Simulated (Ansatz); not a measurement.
HS$_{2}$, doublet, at a GFN2-xTB geometry; HF/6-31G (Ansatz, a program for electronic structure).

Ansatz was given this input:
Ansatz 0.2 input:
```yaml
crystal:
  periodic: [false, false, false]
  atoms:
    - {symbol: S, position_ang: [0.91067831, -0.45184823, -0.02081956]}
    - {symbol: S, position_ang: [-0.80573747, 0.48637639, 0.01910795]}
    - {symbol: H, position_ang: [-1.67905351, -0.55245053, 0.02738580]}
basis:
  gaussian:
    orbitals: 6-31G
hamiltonian:
  xc: hf
magnetization: {spin_polarized: true, initial_magnetization: 1}
```

The log (banner, timings and long lists left out):

```
Functional definition: HF
317 factors; integrals over basis functions are off by at most 3.0e-4 eV
mean field evaluation 1: about -21645.6207 eV, gradient 9.8e0 eV
mean field evaluation 2: about -21645.6280 eV, gradient 9.8e0 eV
mean field evaluation 4: about -21646.6273 eV, gradient 1.3e0 eV
mean field evaluation 8: about -21646.7382 eV, gradient 1.6e-3 eV
mean field evaluation 16: about -21645.6866 eV, gradient 5.0e0 eV
mean field evaluation 32: about -21646.1748 eV, gradient 8.8e-1 eV
mean field -21646.73810476 eV, -795.5029526638 hartree, gradient 1.6e-5 eV, S^2 0.755222; 3 other end points of the search recorded, 0 dependent functions left out
reference -21646.73810476 eV, -795.5029526638 hartree; 17, 16 occupied and 11, 12 virtual orbitals, 317 factors
Total energy: -21646.73810476 eV, -795.5029526638 hartree
```
